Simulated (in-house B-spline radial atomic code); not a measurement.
Settings and results of a run for Bi38+ (with a hole in an inner shell). Computed with a B-spline radial code for spherical atoms: Dirac-Hartree-Fock, average of the jj configuration, Fermi nucleus of rms radius 5.5211 fm.

In the input, a minus or plus after the letter marks the j = l - 1/2 or j = l + 1/2 subshell.

Command:
```bash
python run_scf.py task.json out
```
Settings (nuclear radius in fm, mass in u):
```
Z                83
configuration    1s2 2s2 2p6 3s2 3p6 3d-4 3d+5 4s2 4p6 4d10
hamiltonian      dirac
method           hf
spin_polarised   False
nucleus          fermi
rms_radius       5.5211
atomic_mass      208.9804
speed_of_light   137.035999084
```

Output (hartree, bohr):
```
 radial grid: 58 intervals, B-splines of order 8, outer radius 2.6873 bohr

 iter        energy (Eh)    residual
    1      -20543.268777    7.43e+00
    2      -20637.936416    1.27e+00
    3      -20640.689549    5.07e-01
    4      -20641.147334    2.10e-01
    5      -20641.236093    3.88e-02
    6      -20641.239140    5.27e-04
    7      -20641.239141    2.02e-05
    8      -20641.239141    2.30e-07

 total energy                    -20641.23914
 kinetic                           24259.7880
 electron-nucleus                 -49561.0585
 electron-electron                  4660.0313

 first-order corrections (not in the total)
   Gaunt                            28.4989
   retardation                      -2.9991
   frequency dependence             -0.6017
   self-energy                      22.0381
   Uehling                          -4.7512
   Wichmann-Kroll                    0.2223
   recoil                            0.0333

 orbital      occ     eigenvalue          <r>       <r^2>       <1/r>     <1/r^2>       r_max    small
 1s1/2      2.000     -3410.8586    0.0157942 0.000346344     103.165     27108.2    0.009662  1.01e-01
 2s1/2      2.000      -669.0372    0.0657401  0.00518244     25.5823     3967.24     0.05639  2.33e-02
 2p1/2      2.000      -644.1850    0.0539581  0.00365259     25.4863     1248.46     0.04126  2.33e-02
 2p3/2      4.000      -558.6880    0.0629327  0.00482332     20.2378     560.657     0.04904  2.05e-02
 3s1/2      2.000      -209.1826     0.169178   0.0328571     9.49009     934.549      0.1579  8.02e-03
 3p1/2      2.000      -198.2536     0.159824    0.029816     9.38824     301.862      0.1471  7.95e-03
 3p3/2      4.000      -178.2487     0.175477   0.0357246     8.01947     138.369      0.1624  7.15e-03
 3d3/2      4.000      -160.9182     0.152069   0.0270293     7.89633     78.0382       0.126  6.99e-03
 3d5/2      5.000      -156.6980     0.157716   0.0290137     7.56351     70.3879      0.1304  6.73e-03
 4s1/2      2.000       -88.5214      0.35134    0.138949     4.33323     279.352      0.3419  3.20e-03
 4p1/2      2.000       -83.5772     0.348437    0.137656     4.24881      90.298      0.3376  3.13e-03
 4p3/2      4.000       -77.6213      0.37309    0.157519     3.80157      43.076      0.3633  2.88e-03
 4d3/2      4.000       -69.6127     0.363669    0.151327     3.66075     23.7098      0.3477  2.71e-03
 4d5/2      6.000       -68.3551      0.37034     0.15707     3.58621     22.1405      0.3558  2.69e-03
```

Run time, properties included: 0.47 s on 1 thread of Arm Neoverse V1 (shared host).

For the Dirac Hamiltonian the kinetic term is c α·p + (β - 1)c².
